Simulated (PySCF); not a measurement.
A species of formula C4H12GeS has this rotational fingerprint, computed with PBE0-D3(BJ)/def2-SVP geometry optimisation, gas phase in PySCF:

```
Rotational constants : A = 2854, B = 1273, C = 1114 MHz
Dipole components    : |μa| = 1.77 D, |μb| = 0.12 D, |μc| = 0.83 D
Inertial defect      : -120.67 u·Å²
κ                    : -0.82
```

Question: Which structure is it? (One computed conformer of each.)
A. `[CH3:1][C:2]([CH3:3])([CH3:4])[GeH2:5][SH:6]` with C2–Ge5–S6–H 75°
B. Ge(SMe)Me3 (`C[S][Ge]([CH3])([CH3])[CH3]`)

Answer: A. It is C[C](C)(C)[GeH2][SH], an asymmetric top. The candidates at the same level (rigid rotor, commonest isotopes):

```csv
SMILES,A (MHz),B (MHz),C (MHz),μa (D),μb (D),μc (D),Δ (u·Å²),point group,rotor
C[C](C)(C)[GeH2][SH],2854,1273,1114,1.77,0.12,0.83,-120.67,–,asymmetric top
C[S][Ge]([CH3])([CH3])[CH3],2514,1424,1332,1.02,1.66,0.02,-176.69,–,asymmetric top
```

`C[S][Ge]([CH3])([CH3])[CH3]` has C 20 % too high. No structure here is proved a minimum.
